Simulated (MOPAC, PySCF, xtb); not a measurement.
Isomers of C2H6OSn: 1 is [O](C)[Sn][CH3], 2 is [OH][SnH2][CH]=C; one conformer of each (the lowest of an xTB search), B3LYP-D3(BJ)/def2-TZVP minima.
Isomer 1 (charge 0, multiplicity 1):
```csv
atom,x (Å),y (Å),z (Å)
C,-1.6412,-0.2059,0.0994
O,-1.2001,0.8025,0.9790
Sn,0.6495,1.4238,1.3957
C,1.7411,0.0361,0.0513
H,-2.2133,-0.9570,0.6544
H,-2.3029,0.2266,-0.6586
H,-0.8208,-0.7161,-0.4165
H,1.5388,-1.0036,0.3209
H,2.8155,0.2125,0.1246
H,1.4335,0.1812,-0.9875
```
Isomer 2 (charge 0, multiplicity 1):
```xyz
10

C     -2.0067     0.0597     0.1068
C     -0.8992    -0.1281    -0.6025
Sn     1.0250     0.3985     0.1344
O      2.0437    -1.3093     0.0931
H     -2.9860    -0.2132    -0.2753
H     -1.9942     0.4889     1.1035
H     -0.9671    -0.5676    -1.5927
H      0.9068     0.9428     1.7583
H      1.8803     1.5155    -0.8509
H      2.9975    -1.1870     0.1253
```

No zero-point or thermal terms.

Rows in STO-3G carry no dispersion term and start afresh at each structure; the Pople sets are all-electron and without relativity. The state that AM1, PM7 reach isn't checked; PM7 holds dispersion and hydrogen-bond terms.

The values were computed with MOPAC for AM1, PM7 (differences of heats of formation); PySCF for STO-3G rows; xtb for the GFN methods. Values without a source in brackets are computed.

One of these levels gives 27.36 kcal/mol for the electronic energy of isomer 2 less that of isomer 1. Which one is it?
A. AM1
B. HF/STO-3G
C. PM7
D. GFN1-xTB

A, AM1. The others give 2.72 (PM7), 45.04 (GFN1-xTB), 17.06 (HF/STO-3G)
